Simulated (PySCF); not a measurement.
**Ionisation energy along the 16-electron series**

Calculated with PySCF 2.14 and a two-component X2C-1e Hamiltonian (Gaussian nucleus, no Breit or QED terms), each ion in its own even-tempered basis scaled to its charge; GMP2 freezes 1s2 and drops the highest virtual spinors. Values in eV. NIST values: (m) measured, (s) semi-empirical, (t) theoretical.

| ion | configuration | GHF (spin-free) | GMP2 (spin-free) | GHF (screened spin-orbit) | GMP2 (screened spin-orbit) | NIST |
| --- | --- | --- | --- | --- | --- | --- |
| Os⁶⁰⁺ | [Ne] 3s2 3p4 | 6479.6 | 6481.0 | 6380.4 | 6380.9 | 6376 ± 10 (t) |
| Pt⁶²⁺ | [Ne] 3s2 3p4 | 6904.9 | 6906.3 | 6791.4 | 6791.9 | 6787 ± 15 (t) |

(1) Fill in the row of Ir⁶¹⁺.

Results:

(1) configuration: [Ne] 3s2 3p4; GHF (spin-free): 6690.4; GMP2 (spin-free): 6691.8; GHF (screened spin-orbit): 6584.2; GMP2 (screened spin-orbit): 6584.7; NIST: 6580 ± 12 (t).
